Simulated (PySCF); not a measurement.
W(O)2(F)2 cation (F₂O₂W), SMILES [O]=[W](=[O])([F])[F] (connectivity only; charge and spin as stated), charge +1, multiplicity 2.

Coordinates come from a PBE-D3(BJ)/def2-SVP optimisation. The spin state was assumed, not searched. The isomer is the one that the SMILES or the coordinates give; other isomers of the formula were not compared. The def2 effective core potentials stand for the cores of W; spin–orbit coupling is left out.

All values below come from PBE-D3(BJ)/def2-SVP (PySCF).

Frequencies are harmonic and unscaled.

Computed harmonic wavenumbers and intensities:
| mode | ν (cm⁻¹) | IR (km/mol) | moving atoms (share of kinetic energy) |
|---|---|---|---|
| 1 | 178 | 14.4 | F 58 %, O 26 %, W 16 % |
| 2 | 178 | 6.6 | F 88 %, W 11 % |
| 3 | 227 | 4.7 | O 62 %, F 26 %, W 13 % |
| 4 | 236 | 0.0 | O 63 %, F 37 % |
| 5 | 246 | 2.9 | O 93 % |
| 6 | 552 | 21.2 | O 87 %, W 12 % |
| 7 | 753 | 48.1 | F 94 % |
| 8 | 768 | 87.3 | F 85 %, W 15 % |
| 9 | 939 | 38.1 | O 93 % |
